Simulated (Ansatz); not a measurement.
C4H10O3 (`OCCOCCO`), relaxed with RKS PBE0-D4/def2-TZVP in Ansatz from a GFN2-xTB geometry. The force threshold is 0.005 eV/Å; the program also tests the step.

Total charge 0; spin multiplicity 1.

Start:

```xyz
17

O     1.326    2.684   -0.229
C     0.085    2.098    0.076
C     0.267    0.800    0.869
O     1.070   -0.126    0.149
C     0.382   -0.924   -0.784
C    -0.486   -2.012   -0.139
O    -1.759   -1.477    0.160
H     1.923    1.963   -0.471
H    -0.477    2.823    0.668
H    -0.476    1.894   -0.849
H    -0.705    0.369    1.119
H     0.826    1.011    1.785
H     1.165   -1.398   -1.380
H    -0.256   -0.319   -1.439
H    -0.582   -2.850   -0.842
H     0.011   -2.370    0.773
H    -2.315   -2.167    0.536
```

```
step  energy (eV)  largest force (eV/Å)  largest move (Å)
   1  -10444.1646                 0.446             0.000
   2  -10444.1846                 0.249             0.043
   3  -10444.1936                 0.066             0.068
   4  -10444.1976                 0.137             0.096
   5  -10444.2018                 0.164             0.083
   6  -10444.2041                 0.094             0.047
   7  -10444.2073                 0.164             0.165
   8  -10444.2093                 0.132             0.041
   9  -10444.2117                 0.069             0.085
  10  -10444.2122                 0.038             0.073
  11  -10444.2124                 0.014             0.009
  12  -10444.2124                 0.006             0.002
  13  -10444.2124                 0.002             0.003
```

End:

```xyz
17

O     1.556    2.559   -0.133
C     0.209    2.173    0.000
C     0.078    0.916    0.829
O     0.872   -0.124    0.275
C     0.253   -0.876   -0.743
C    -0.458   -2.099   -0.220
O    -1.629   -1.700    0.465
H     2.050    1.746   -0.289
H    -0.324    2.994    0.490
H    -0.255    2.026   -0.987
H    -0.966    0.605    0.925
H     0.484    1.096    1.829
H     1.044   -1.203   -1.425
H    -0.451   -0.263   -1.320
H    -0.701   -2.749   -1.073
H     0.226   -2.643    0.445
H    -1.987   -2.457    0.933
```

Run time 56 s (2 threads of an AMD EPYC 7R13 on a shared host and a share of an NVIDIA H100 80 GB); peak host memory 0.88 GiB.
